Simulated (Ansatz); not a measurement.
Geometry optimisation, UKS B3LYP-D4/STO-3G in Ansatz.

Input:

```yaml
crystal:
  periodic: [false, false, false]
  atoms:
    - { symbol: "N", position_ang: [-0.7328, -2.2617, 0.8002] }
    - { symbol: C, position_ang: [-0.4723, -1.3035, -0.3187] }
    - { symbol: Si, position_ang: [0.0019, 0.4128, 0.3133] }
    - { symbol: O, position_ang: [-1.0861, 1.0881, 1.2731] }
    - { symbol: O, position_ang: [1.3733, 0.28, 1.3011] }
    - { symbol: Si, position_ang: [0.4828, 1.7461, -1.5607] }
    - { symbol: H, position_ang: [0.0256, -2.2512, 1.4503] }
    - { symbol: H, position_ang: [-1.5377, -1.8346, 1.3101] }
    - { symbol: H, position_ang: [-1.3409, -1.1969, -0.9259] }
    - { symbol: H, position_ang: [0.3504, -1.7248, -0.8861] }
    - { symbol: H, position_ang: [-1.008, 1.0138, 2.2531] }
    - { symbol: H, position_ang: [2.2016, -0.0541, 0.9297] }
    - { symbol: H, position_ang: [0.8233, 3.1361, -1.1732] }
    - { symbol: H, position_ang: [-0.7249, 1.7945, -2.4438] }
    - { symbol: H, position_ang: [1.622, 1.1046, -2.2933] }
magnetization:
  spin_polarized: true
basis:
  gaussian: { orbitals: STO-3G }
hamiltonian:
  xc: b3lyp
  dispersion: d4
relax:
  f_tol: 0.02
  max_steps: 40
```

Run as:

```bash
$ ansatz run input.yaml --threads 1 --pin off --max-ram 2048MiB --backend cpu --events-out ev --progress --plain --runs-dir out
```

Where does it end, and by what steps?

The forces met the threshold. The force dipped under the threshold on the way, but the program's further checks kept it going. Limits of this set-up: minimal basis. After 35 steps the energy has fallen by 1.055 eV; H10 moved furthest, 1.22 Å.

| step | energy less start (eV) | largest force component (eV/Å) | accepted |
| --- | --- | --- | --- |
| 0 | 0.0000 | 3.752 | yes |
| 2 | -0.8181 | 1.069 | yes |
| 4 | -0.9239 | 0.187 | yes |
| 6 | -0.9282 | 0.058 | yes |
| 8 | -0.9315 | 0.037 | yes |
| 10 | -0.9326 | 0.102 | yes |
| 12 | -0.9380 | 0.340 | yes |
| 14 | -0.9559 | 0.569 | yes |
| 16 | -1.0053 | 0.381 | yes |
| 18 | -1.0179 | 0.543 | yes |
| 20 | -1.0471 | 0.067 | yes |
| 22 | -1.0480 | 0.094 | yes |
| 24 | -1.0514 | 0.241 | yes |
| 26 | -1.0532 | 0.030 | yes |
| 28 | -1.0534 | 0.261 | no |
| 30 | -1.0544 | 0.113 | yes |
| 32 | -1.0548 | 0.010 | yes |
| 34 | -1.0549 | 0.043 | yes |
| 35 | -1.0550 | 0.020 | yes |

```xyz
15
Properties=species:S:1:pos:R:3
N -0.050 -2.328 0.556
C -0.851 -1.248 -0.193
Si -0.121 0.468 0.232
O -1.227 1.503 1.032
O 1.037 -0.078 1.399
Si 0.737 1.648 -1.505
H 0.707 -1.724 1.039
H -0.670 -2.573 1.385
H -1.925 -1.315 0.051
H -0.768 -1.440 -1.278
H -1.619 0.931 1.785
H 1.923 0.388 1.213
H 1.115 2.980 -1.094
H -0.225 1.752 -2.576
H 1.916 0.987 -2.016
```

Whether the end is a true minimum wasn't checked by a vibrational analysis.

The run took 2 min on 1 thread of Intel(R) Xeon(R) 6975P-C (Granite Rapids) (shared host), peak memory 0.21 GiB.
